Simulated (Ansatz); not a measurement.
Isolated molecules relaxed with PBE0-D4/def2-TZVP in Ansatz; ΔE leaves out vibrations. CCSD(T)/CBS adds triple-zeta CCSD(T) − MP2 to the extrapolated MP2 energy (def2 sets, frozen cores). This one scheme is used for every species. DFT in def2-TZVPP. B3LYP here is the variant with VWN-RPA as its local correlation; programs differ in this. For Br outer-core shells are correlated without core-valence functions, which leaves a few kJ/mol of doubt a bond. Scalar relativity is left out up to krypton. One conformer a species, not always the lowest.

`COB(Br)Br` + CH₃OH → `COB(Br)OC` + HBr  (ligand exchange at a B–Br bond)

```json
{"level": "r2SCANh-D4", "ΔE (kcal/mol)": "-14.8"}
{"level": "B3LYP", "ΔE (kcal/mol)": "-15.2"}
```

(1) What does CCSD(T)/CBS give? (An estimate is asked.)

Largest T1 diagnostic among the species: 0.011.

Results:

(1) Ansatz gave: -14.0 kcal/mol. The listed levels differ from it by -0.8, -1.2 kcal/mol.

From BLYP to BHLYP (50 % exact exchange), in def2-TZVPP and without D4, ΔE moves by −2.2 kcal/mol. In def2-TZVPP, CCSD(T) changes the Hartree–Fock value by +2.8 kcal/mol (the triples alone add +0.5 kcal/mol) and MP2 by +4.4 kcal/mol.
